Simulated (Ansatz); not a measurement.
Results of the Gaussian-basis code of Ansatz.

A structure relaxed at PBE0-D4/def2-TZVP, charge 0, multiplicity 1:

```
atom   x (Å)   y (Å)   z (Å)
  C1   0.188  -0.550  -1.816
  O2  -0.258   0.255  -0.752
 Si3   0.125  -0.075   0.816
  N4  -0.519   1.068   1.899
  H5  -0.188  -1.577  -1.732
  H6  -0.183  -0.124  -2.750
  H7   1.283  -0.586  -1.865
  H8   1.607  -0.065   0.950
  H9  -0.427  -1.411   1.169
 H10  -0.128   1.994   1.961
 H11  -1.502   1.071   2.118
```

(1) Give its formula and SMILES.

(2) Point group (tolerance 0.08 Å, 0.16 Å for H)?

(3) Summarise the bond lengths by kind.

Answers

(1) CH7NOSi, `CO[SiH2]N`.

(2) Cs.

(3) 1 × C–O 1.407 Å; 3 × C–H 1.092 to 1.097 Å; 1 × O–Si 1.648 Å; 1 × N–Si 1.701 Å; 2 × H–Si 1.488 Å; 2 × H–N 1.007 Å.
